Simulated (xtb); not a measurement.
xtb input:

```bash
xtb mol.xyz --gfn 1 --sp --chrg -1 --uhf 0
```
mol.xyz:
```
12

Si     0.60468213     0.22021860    -0.52837608
C      1.26648691    -1.36594564    -0.77951064
Cl     1.35052328     1.74844844     0.94227793
N     -1.02330610     0.10176542     0.10171585
Si    -1.96148535    -1.31232660    -0.11823466
H      0.67461999     1.09150411    -1.73462558
H      2.03690669    -1.51452859    -1.53171202
H      1.27332580    -2.11176841     0.01074085
H     -1.36035651     0.81695795     0.72805959
H     -3.30098698    -1.02216719     0.50093373
H     -1.49023799    -2.54863329     0.56109122
H     -2.23270054    -1.66216037    -1.53560939
```

**Question.** Which total energy does the run end on?

**Answer.** -17.38086 Eh (GFN1-xTB).

It need not be the lowest isomer of its formula. Whether it binds its extra electron was not tested at this geometry.
